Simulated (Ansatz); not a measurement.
C2H4SSi (`[SiH3]C#CS`), relaxed with RKS PBE0-D4/def2-TZVP in the Gaussian-basis code of Ansatz from a PBE-D4/def2-SVP geometry. The force threshold is 0.005 eV/Å; the program also tests the step.

Charge 0, multiplicity 1.

Start:

```xyz
8

Si   -0.820    1.134    0.868
C     0.060   -0.035   -0.231
C     0.659   -0.837   -0.957
S     1.444   -1.843   -2.063
H    -0.203    2.503    0.783
H    -2.270    1.233    0.482
H    -0.723    0.639    2.284
H     1.853   -2.793   -1.167
```

```
step  energy (eV)  largest force (eV/Å)  largest move (Å)
   1  -20841.9140                 1.703             0.000
   2  -20841.9608                 0.215             0.042
   3  -20841.9631                 0.103             0.008
   4  -20841.9632                 0.017             0.004
   5  -20841.9632                 0.005             0.002
```

End:

```xyz
8

Si   -0.812    1.123    0.863
C     0.060   -0.037   -0.230
C     0.647   -0.821   -0.945
S     1.427   -1.823   -2.038
H    -0.195    2.469    0.769
H    -2.241    1.213    0.471
H    -0.712    0.627    2.258
H     1.826   -2.751   -1.147
```

It took 7.5 s on 4 threads of a server CPU on a shared host, with 0.38 GiB of host memory at the peak.
